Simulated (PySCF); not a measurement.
Co (SMILES [Co]), quartet; B3LYP/cc-pVTZ run with PySCF.

The PySCF input:
```python
from pyscf import gto, scf, dft

mol = gto.M(
    atom='''
Co    0.000000    0.000000    0.000000
''',
    basis='cc-pvtz',
    charge=0,
    spin=3,
    verbose=4,
)

mf = dft.UKS(mol)
mf.xc = 'b3lyp'
mf.kernel()
```

What the program printed (banner, timings and long lists left out):

```
PySCF version 2.14.0

[INPUT] verbose = 4
[INPUT] num. atoms = 1
[INPUT] num. electrons = 27
[INPUT] charge = 0
[INPUT] spin (= nelec alpha-beta = 2S) = 3
[INPUT] symmetry False subgroup None
[INPUT] Mole.unit = angstrom
[INPUT] Symbol           X                Y                Z      unit          X                Y                Z       unit  Magmom
[INPUT]  1 Co     0.000000000000   0.000000000000   0.000000000000 AA    0.000000000000   0.000000000000   0.000000000000 Bohr   0.0

nuclear repulsion = 0
number of shells = 9
number of NR pGTOs = 131
number of NR cGTOs = 68
basis = cc-pvtz
ecp = {}

******** <class 'pyscf.dft.uks.UKS'> ********
method = UKS
initial guess = minao
damping factor = 0
level_shift factor = 0
DIIS = <class 'pyscf.scf.diis.CDIIS'>
diis_start_cycle = 1
diis_space = 8
diis_damp = 0
SCF conv_tol = 1e-09
SCF conv_tol_grad = None
SCF max_cycles = 50
direct_scf = True
direct_scf_tol = 1e-13
number electrons alpha = 15  beta = 12
XC library pyscf.dft.libxc version 7.1.2
    S. Lehtola, C. Steigemann, M. J. T. Oliveira, and M. A. L. Marques,  SoftwareX 7, 1–5 (2018)
XC functionals = b3lyp
    P. J. Stephens, F. J. Devlin, C. F. Chabalowski, and M. J. Frisch,  J. Phys. Chem. 98, 11623 (1994)
radial grids:
    Treutler-Ahlrichs [JCP 102, 346 (1995); DOI:10.1063/1.469408] (M4) radial grids

becke partition: Becke, JCP 88, 2547 (1988); DOI:10.1063/1.454033
pruning grids: <function nwchem_prune>
grids dens level: 3
symmetrized grids: False
atomic radii adjust function: <function treutler_atomic_radii_adjust>
small_rho_cutoff = 0
Set gradient conv threshold to 3.16228e-05
tot grids = 20904
init E= -1381.99650720954

cycle= 1 E= -1363.79205974299  delta_E= 18.2  |g|= 5.24  |ddm|= 26.4

cycle= 2 E= -1368.7020511222  delta_E= -4.91  |g|= 9.01  |ddm|=   34

cycle= 3 E= -1378.34834448096  delta_E= -9.65  |g|= 4.88  |ddm|= 23.9

cycle= 4 E= -1381.7511108393  delta_E= -3.4  |g|= 2.31  |ddm|= 2.19
cycle= 5 E= -1382.73026910004  delta_E= -0.979  |g|= 0.465  |ddm|= 1.33
cycle= 6 E= -1382.77953923114  delta_E= -0.0493  |g|= 0.261  |ddm|= 0.467
cycle= 7 E= -1382.79235220552  delta_E= -0.0128  |g|= 0.0693  |ddm|= 0.0899
cycle= 8 E= -1382.79493457587  delta_E= -0.00258  |g|= 0.0227  |ddm|= 0.113
cycle= 9 E= -1382.79657276124  delta_E= -0.00164  |g|= 0.0241  |ddm|= 0.155
cycle= 10 E= -1382.79709643769  delta_E= -0.000524  |g|= 0.00667  |ddm|= 0.0738
cycle= 11 E= -1382.7972664636  delta_E= -0.00017  |g|= 0.00372  |ddm|= 0.0875
cycle= 12 E= -1382.79727130476  delta_E= -4.84e-06  |g|= 0.000869  |ddm|= 0.00632
cycle= 13 E= -1382.79727314143  delta_E= -1.84e-06  |g|= 0.000784  |ddm|= 0.005
cycle= 14 E= -1382.79727442261  delta_E= -1.28e-06  |g|= 0.000237  |ddm|= 0.00423
cycle= 15 E= -1382.79727554959  delta_E= -1.13e-06  |g|= 0.00016  |ddm|= 0.00529
cycle= 16 E= -1382.79727604391  delta_E= -4.94e-07  |g|= 0.000135  |ddm|= 0.00282
cycle= 17 E= -1382.79727694635  delta_E= -9.02e-07  |g|= 0.000111  |ddm|= 0.00625
cycle= 18 E= -1382.7972778386  delta_E= -8.92e-07  |g|= 0.000158  |ddm|= 0.0117
cycle= 19 E= -1382.79727786732  delta_E= -2.87e-08  |g|= 7.84e-05  |ddm|= 0.00046
cycle= 20 E= -1382.79727792567  delta_E= -5.83e-08  |g|= 6.92e-05  |ddm|= 0.00111
cycle= 21 E= -1382.79727798333  delta_E= -5.77e-08  |g|= 6.9e-05  |ddm|= 0.000745
cycle= 22 E= -1382.79727881928  delta_E= -8.36e-07  |g|= 6.76e-05  |ddm|= 0.011
cycle= 23 E= -1382.79727932371  delta_E= -5.04e-07  |g|= 6.62e-05  |ddm|= 0.00684
cycle= 24 E= -1382.79728092866  delta_E= -1.6e-06  |g|= 8.85e-05  |ddm|= 0.0232
cycle= 25 E= -1382.79728084401  delta_E= 8.46e-08  |g|= 6.86e-05  |ddm|= 0.00134
cycle= 26 E= -1382.79728370603  delta_E= -2.86e-06  |g|= 0.000271  |ddm|= 0.0506
cycle= 27 E= -1382.7972835514  delta_E= 1.55e-07  |g|= 5.7e-05  |ddm|= 0.00414
cycle= 28 E= -1382.79728419205  delta_E= -6.41e-07  |g|= 0.000134  |ddm|= 0.0138
cycle= 29 E= -1382.79728439398  delta_E= -2.02e-07  |g|= 5.07e-05  |ddm|= 0.00437
cycle= 30 E= -1382.79728454657  delta_E= -1.53e-07  |g|= 5.48e-05  |ddm|= 0.00357
cycle= 31 E= -1382.79728440177  delta_E= 1.45e-07  |g|= 0.000116  |ddm|= 0.00341
cycle= 32 E= -1382.79728493201  delta_E= -5.3e-07  |g|= 4.87e-05  |ddm|= 0.0125
cycle= 33 E= -1382.79728502377  delta_E= -9.18e-08  |g|= 7.85e-05  |ddm|= 0.00221
cycle= 34 E= -1382.79728535326  delta_E= -3.29e-07  |g|= 5.67e-05  |ddm|= 0.00909
cycle= 35 E= -1382.79728527664  delta_E= 7.66e-08  |g|= 0.000162  |ddm|= 0.00312
cycle= 36 E= -1382.79728567089  delta_E= -3.94e-07  |g|= 4.67e-05  |ddm|= 0.0117
cycle= 37 E= -1382.79728583815  delta_E= -1.67e-07  |g|= 4.17e-05  |ddm|= 0.00488
cycle= 38 E= -1382.79728590898  delta_E= -7.08e-08  |g|= 4.17e-05  |ddm|= 0.00202
cycle= 39 E= -1382.7972859484  delta_E= -3.94e-08  |g|= 4.16e-05  |ddm|= 0.00095
cycle= 40 E= -1382.79728595158  delta_E= -3.18e-09  |g|= 4.17e-05  |ddm|= 0.000888
cycle= 41 E= -1382.79728595736  delta_E= -5.78e-09  |g|= 4.14e-05  |ddm|= 0.000805
cycle= 42 E= -1382.7972859834  delta_E= -2.6e-08  |g|= 4.14e-05  |ddm|= 0.000562
cycle= 43 E= -1382.79728609822  delta_E= -1.15e-07  |g|= 4.13e-05  |ddm|= 0.00267
cycle= 44 E= -1382.79728628387  delta_E= -1.86e-07  |g|= 4.12e-05  |ddm|= 0.00408
cycle= 45 E= -1382.79728634346  delta_E= -5.96e-08  |g|= 4.12e-05  |ddm|= 0.00131
cycle= 46 E= -1382.79728657587  delta_E= -2.32e-07  |g|= 4.12e-05  |ddm|= 0.00504
cycle= 47 E= -1382.79728664278  delta_E= -6.69e-08  |g|= 4.11e-05  |ddm|= 0.00146
cycle= 48 E= -1382.79728676476  delta_E= -1.22e-07  |g|= 4.11e-05  |ddm|= 0.00267
cycle= 49 E= -1382.79728690629  delta_E= -1.42e-07  |g|= 4.45e-05  |ddm|= 0.00309
cycle= 50 E= -1382.79728728176  delta_E= -3.75e-07  |g|= 4.14e-05  |ddm|= 0.00827
SCF not converged.
SCF energy = -1382.79728728176 after 50 cycles  <S^2> = 3.751409  2S+1 = 4.0007044
```

Convergence was not reached.
